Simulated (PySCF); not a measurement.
C₅H₄ClN.
Z-matrix (Å and degrees, GFN2-xTB geometry), rows numbered from 1:
```
Cl
C   1  1.7208
C   2  1.3900  1  119.77
C   3  1.3838  2  117.25  1  -179.97
C   4  1.3883  3  119.21  2     0.06
C   5  1.3850  4  118.19  3    -0.08
N   2  1.3152  1  116.06  3  -179.97
H   3  1.0776  2  120.72  1     0.02
H   4  1.0803  3  120.12  2  -179.96
H   5  1.0780  4  121.10  3   179.93
H   6  1.0813  5  121.72  4  -179.98
```

NICS = −σ at a ghost point: NICS(0) at the centroid of the ring atoms, NICS(1) 1 Å to either side along the normal of their mean plane, zz for the tensor component along that normal. Level: GIAO PBE0/pcSseg-1 (PySCF, non-relativistic, gas phase) on the GFN2-xTB geometry, one conformer.

Ring bond lengths (Å), with Mayer bond orders in brackets: C2–C3 1.390 (1.29), C3–C4 1.384 (1.44), C4–C5 1.388 (1.42), C5–C6 1.385 (1.41), C6–N7 1.322 (1.47), N7–C2 1.315 (1.50).

Task: What do the NICS probes read (ppm)?

Result: 
```
             ring                                               type  NICS(0)  NICS(1), two faces  NICS(1)zz, two faces  rms pucker (Å)  centre to ring atoms, mean (Å)
C2–C3–C4–C5–C6–N7  6-membered ring with N; formal bonds all aromatic     -7.9       -10.9 / -10.9         -27.1 / -27.1            0.00                            1.36
```

Task: What do they say, and how far can they be read as aromaticity?

Result: 
- C2–C3–C4–C5–C6–N7: mean NICS(1)zz -27.1 ppm, shielded. For a flat ring without four-coordinate atoms the NICS criterion counts such a value as aromatic.

Task: And the bond-length index? HOMA = 1 − mean of α(R − Ropt)² over the ring bonds, with Krygowski's 1993 parameters (CC: Ropt 1.388 Å, α 257.7 Å⁻²; CN: Ropt 1.334 Å, α 93.52 Å⁻²).

Result: 
- C2–C3–C4–C5–C6–N7: HOMA 0.99; the largest term is that of N7–C2, α(R − Ropt)² = 0.03. The geometric and the magnetic index point the same way.
